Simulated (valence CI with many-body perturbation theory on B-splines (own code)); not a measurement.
**Which ion has this spectrum?**

A relativistic CI+MBPT calculation for an atom or ion with 33 electrons gives these levels (eV):

| J | Parity | E | g |
| --- | --- | --- | --- |
| 3/2 | odd | 0.00 | 1.36 |
| 3/2 | odd | 103.56 | 1.46 |
| 5/2 | odd | 109.23 | 1.19 |
| 1/2 | odd | 116.37 | 0.66 |
| 3/2 | even | 161.06 | 0.79 |
| 5/2 | even | 189.12 | 1.25 |
| 5/2 | even | 209.05 | 1.43 |
| 3/2 | odd | 220.96 | 1.30 |
| 1/2 | even | 222.46 | 2.10 |
| 3/2 | even | 224.50 | 1.17 |
| 5/2 | even | 264.00 | 0.96 |
| 3/2 | even | 264.39 | 0.91 |
| 1/2 | even | 264.66 | 0.20 |
| 7/2 | even | 269.70 | 1.04 |

The energies are calculated, and their last digits are not significant.

(1) Which is it?
A. Ta40+
B. Au46+
C. Os43+
D. Pt45+

## Answers

(1) C. Os43+, ground level (4s^2 4p1/2^2 4p3/2) J=3/2.
